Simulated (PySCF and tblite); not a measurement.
Results of a calculation; reference values are marked as such.
System: C₄H₉BFN, numbered as in [CH2:1]=[CH:2][B:3]([F:4])[N:5]([CH3:6])[CH3:7].

Motion: rotation about the B3–C2 bond (torsion F4–B3–C2–C1 from 0° to 134°, rising). GFN2-xTB gives an electronic barrier of 1.5 kcal/mol and a reaction energy of 0.6 kcal/mol.

Question: What does PBE0/pcSseg-1 + D3(BJ), IEF-PCM chloroform give on GFN2-xTB geometries?

Answer: A barrier of 3.6 kcal/mol, 2.1 above the tight-binding barrier (from unrounded values), a reaction energy of 2.0 kcal/mol and, with GFN2-xTB thermal terms, ΔG‡(298 K) = 3.9 kcal/mol and k = 1.8×10¹⁰ s⁻¹ (2 equivalent paths).

Programs: tblite and PySCF.
